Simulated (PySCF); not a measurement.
A GIAO shielding run with PySCF (density fitting, non-relativistic, gas phase) on SMILES CO[SiH2]S[SiH2]OC, C₂H₁₀O₂SSi₂:

```
$ OMP_NUM_THREADS=1 python probes_run.py task.json out

{"job": {"kind": "nmr", "xc": "PBE0", "basis": "pcSseg-1"}, "charge": 0, "multiplicity": 1}
C     -3.692432    -0.342830     0.217590
O     -2.571928    -0.752196    -0.512245
Si    -1.003478    -0.614461    -0.163856
S     -0.649185     1.394357     0.548987
Si     1.468798     1.502437     0.499812
O      1.880731    -0.002224     0.057866
C      3.170655    -0.500806    -0.132254
H     -3.918415    -1.070198     1.001042
H     -4.535947    -0.281130    -0.470872
H     -3.520469     0.633926     0.673389
H     -0.438588    -0.848568    -1.475492
H     -0.580682    -1.512468     0.906154
H      1.892016     2.490393    -0.487006
H      1.966679     1.836899     1.829598
H      3.679612     0.039346    -0.933048
H      3.085273    -1.552964    -0.403057
H      3.760362    -0.407484     0.781868
```

Hardware: 1 thread of an Intel Xeon, shared host. The job also computes population analyses, field gradients.

Task: How large is the calculation?

Result: 82 electrons, 190 basis functions and 1059 auxiliary functions.

Task: How long does it take, and how much memory does it need?

Result: 81 s of wall time, with 12 SCF cycles and 4 response iterations; peak memory 0.84 GiB. Times on a shared host scatter by some tens of per cent.
